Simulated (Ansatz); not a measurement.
One geometry of the cluster Al6N6, several levels of theory.

```yaml
crystal:
  periodic: [false, false, false]
  atoms:
    - {symbol: Al, position_ang: [-1.583326, -0.322452, -2.094447]}
    - {symbol: Al, position_ang: [1.514933, 0.276636, 0.299821]}
    - {symbol: Al, position_ang: [-0.917944, 1.263664, 0.196015]}
    - {symbol: Al, position_ang: [-0.214485, 0.632645, 2.608632]}
    - {symbol: Al, position_ang: [0.487471, 1.214594, -2.299591]}
    - {symbol: Al, position_ang: [-0.650929, -1.332053, 0.514164]}
    - {symbol: N, position_ang: [0.752588, 1.784561, -0.529833]}
    - {symbol: N, position_ang: [-1.975329, -0.240687, -0.259378]}
    - {symbol: N, position_ang: [1.372403, -0.280390, 2.091173]}
    - {symbol: N, position_ang: [0.146292, -1.193683, 2.213246]}
    - {symbol: N, position_ang: [0.326055, -0.704298, -1.995116]}
    - {symbol: N, position_ang: [0.742290, -1.098546, -0.744696]}
basis:
  gaussian: {orbitals: def2-TZVP, initial_orbitals: start.molden}
hamiltonian: {xc: pbe0, dispersion: d4}
scf: {omitted_lower_state_checks: [starts]}
output: {orbitals: {seedname: orbitals}}
```

The file start.molden holds the orbitals of an earlier run on this structure, at another level or in another basis.

```sh
$ ansatz run in.yaml --threads 4 --pin off --events-out ev --progress --plain --max-ram 6963MiB
```

Output, abridged:

```
Functional definition: PBE0
2604 factors; their error is unknown
mean field evaluation 1: about -48489.7052 eV, gradient 2.1e2 eV
mean field evaluation 2: about -48497.4296 eV, gradient 8.4e0 eV
mean field evaluation 4: about -48497.7473 eV, gradient 4.0e-2 eV
mean field evaluation 8: about -48497.8352 eV, gradient 2.1e-5 eV
mean field -48497.83517024 eV, -1782.2625694928 hartree, gradient 2.1e-5 eV, S^2 0.000000; 0 other end points of the search recorded, 0 dependent functions left out
reference -48497.83520683 eV, -1782.2625708378 hartree; 60, 60 occupied and 348, 348 virtual orbitals, 2604 factors
Total energy: -48498.59092409 eV, -1782.2903429348 hartree
Checks for a lower state left out: starts
```

It took 29 s on 4 threads of Arm Neoverse V2 on a shared host, peak host memory 2.4 GiB.

As the first input, with `hamiltonian: {xc: pbe, dispersion: d4}`, `output: {forces: true, orbitals: {seedname: orbitals}}` (abridged; 13 s):

```
Functional definition: PBE
mean field -48495.90135729 eV, -1782.1915031777 hartree, gradient 2.1e-5 eV, S^2 0.000000
Total energy: -48496.77976194 eV, -1782.2237839534 hartree
Atom 0 force     0.115988    -0.085730     0.283324 eV/Å
Atom 1 force    -0.244648    -0.019935    -0.073204 eV/Å
Atom 2 force     0.058499    -0.101370    -0.163435 eV/Å
Atom 3 force     0.165961    -0.225514    -0.016284 eV/Å
Atom 4 force     0.083549    -0.109450     0.287241 eV/Å
Atom 5 force     0.080356     0.222258    -0.105484 eV/Å
Atom 6 force    -0.083249    -0.097491    -0.056437 eV/Å
Atom 7 force     0.106567     0.045444    -0.078091 eV/Å
Atom 8 force     0.043950     0.180484    -0.071661 eV/Å
Atom 9 force    -0.194057     0.007168    -0.049514 eV/Å
Atom 10 force    -0.146095     0.166781    -0.232134 eV/Å
Atom 11 force     0.013179     0.017355     0.275679 eV/Å
Dipole moment:    -0.201146     0.274216     0.010814 e Å
Checks for a lower state left out: starts
```

First input, but with `hamiltonian: {xc: r2scan, dispersion: d4}` (abridged; 25 s):

```
Functional definition: r2SCAN
mean field -48518.49789202 eV, -1783.0219105126 hartree, gradient 1.5e-5 eV, S^2 0.000000
Total energy: -48518.69276102 eV, -1783.0290718162 hartree
Checks for a lower state left out: starts
```

Geometry: PBE-D4/def2-SVP.

Another isomer (singlet) lies 4.22 eV lower at PBE0-D4/def2-TZVP; other spin states weren't run for this one.
